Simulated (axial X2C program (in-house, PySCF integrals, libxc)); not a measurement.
Potential curves of GeI⁻, two-component

Calculated with an in-house relativistic program for diatomic molecules. Two-component (2c) means X2C with spin–orbit coupling and atomic mean-field two-electron Coulomb and Gaunt terms. Basis: I dyall-acv3z [12s13p9d5f1g], Ge dyall-acv3z [10s10p8d5f1g] (cores contracted in-house); Gaussian nuclei, density fitting, unrestricted open shells. Masses: I 126.904 u, Ge 73.921 u.

State: Ω = 1 (⟨Sz⟩ = 1.00, ⟨Lz⟩ = 0.00 at HF). Energies in eV from the lowest point of each curve. Fits are polynomials in 1 − R0/R over 0.85 to 1.23 times the lowest point R0.

```
 R (Å)  CCSD(T)    PBE0  BHandHLYP
2.5888   0.0970  0.0620     0.0938
2.6714   0.0266  0.0105     0.0261
2.7540   0.0000  0.0000     0.0000
2.8504   0.0089  0.0246     0.0071
2.9468   0.0476  0.0762     0.0418
3.0707   0.1250  0.1669     0.1119
```

Correlated methods: 12 electrons correlated (number of frozen shells: I 4 s, 3 p, 2 d; Ge 3 s, 2 p, 1 d), 346 virtual spin orbitals or spinors in MP2, 90 natural virtuals in coupled cluster.

The state is one determinant whose occupation by symmetry is held fixed; it was picked as the lowest of a PBE0 search that is not exhaustive. Density functionals use the spin component along the axis (collinear). Coupled cluster ran in a truncated set of natural virtual spinors; the MP2 energy of the rest was added. (T) has no such correction and the atoms are truncated less, which lowers De at CCSD(T) by a hundredth of an eV or more. PBE0 can misorder states that lie within some tenths of an eV, so this need not be the ground state of the molecule. The nearest other 2c determinant of the search, Ω = 0, lies 0.60 eV up at the distance of the search. With several unpaired electrons one determinant need not be a pure state. Open-shell Ω = 0 determinants with evenly filled partner blocks cannot be reached by this program, so the Ω shown need not be the lowest component. This is the Ω = 1 component of a π² triplet; the 0⁺ component is not one determinant and can lie lowest. The highest occupied level of some functionals is positive through self-interaction error; at Hartree–Fock it is bound. With the outer-core shells frozen, correlated bond lengths of heavy atoms tend to come out a few hundredths of an ångström too long. Coupled cluster ran on the points near the minimum only. MP2 and coupled cluster on one determinant become unreliable at the stretched end.

(1) Fit the CCSD(T) curve near its minimum: give the equilibrium distance and the harmonic wavenumber.

(2) What are Re and ωe at the PBE0 level?

(3) Fit the BHandHLYP curve near its minimum: give the equilibrium distance and the harmonic wavenumber.

Results:

(1) At CCSD(T), 2c: Re = 2.778 Å, ωe ≈ 157 cm⁻¹; Be follows as 0.0468 cm⁻¹.

(2) At PBE0, 2c: Re = 2.738 Å, ωe ≈ 164 cm⁻¹; Be follows as 0.0481 cm⁻¹.

(3) At BHandHLYP, 2c: Re = 2.781 Å, ωe ≈ 151 cm⁻¹; Be follows as 0.0467 cm⁻¹.
